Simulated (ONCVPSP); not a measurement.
# Cutoff test, silicon (Si), ONCV

Si, optimised norm-conserving Vanderbilt (ONCV), made with ONCVPSP 4.0.1 (LDA (Perdew-Wang 92), scalar-relativistic). Core [Ne], reference 3s2 3p2. Waves: 3s: rc 1.75 bohr, ncon 4, nbas 8, qcut 4.4 1/bohr, 2 projectors, debl 2.4 Ha; 3p: rc 1.45 bohr, ncon 5, nbas 8, qcut 6.3 1/bohr, 1 projector; d scattering state at 0.32 Ha: rc 1.70 bohr, ncon 3, nbas 7, qcut 5.9 1/bohr, 1 projector. Local part: polynomial inside 0.95 bohr (lpopt 5, dvloc0 0 Ha). Core correction: polynomial model core, fcfact 0.75.

**Question.** For each optimised wave give the share of its norm inside rc, the residual kinetic energy above qcut (Ha) and the cutoffs (Ha) for errors of 10, 1, 0.1 and 0.01 mHa per electron.

**Answer.**

```json
{"wave": "3s", "norm inside rc": "0.351", "residual KE": "1.7e-04", "10 mHa": "5.3", "1 mHa": "7.9", "0.1 mHa": "11.7", "0.01 mHa": "45.7"}
{"wave": "s projector 2", "norm inside rc": "0.111", "residual KE": "8.4e-04", "10 mHa": "7.2", "1 mHa": "9.6", "0.1 mHa": "25.6", "0.01 mHa": "71.6"}
{"wave": "3p", "norm inside rc": "0.100", "residual KE": "3.7e-03", "10 mHa": "13.1", "1 mHa": "64.2", "0.1 mHa": "88.7", "0.01 mHa": "100.2"}
{"wave": "d projector 1", "norm inside rc": "0.179", "residual KE": "8.7e-05", "10 mHa": "8.4", "1 mHa": "13.1", "0.1 mHa": "17.2", "0.01 mHa": "61.4"}
```

The occupied waves need 64 Ha and 89 Ha for 1 and 0.1 mHa. Note: no bound ghost flagged; GHOST(+) flagged for s at 93.6 eV.
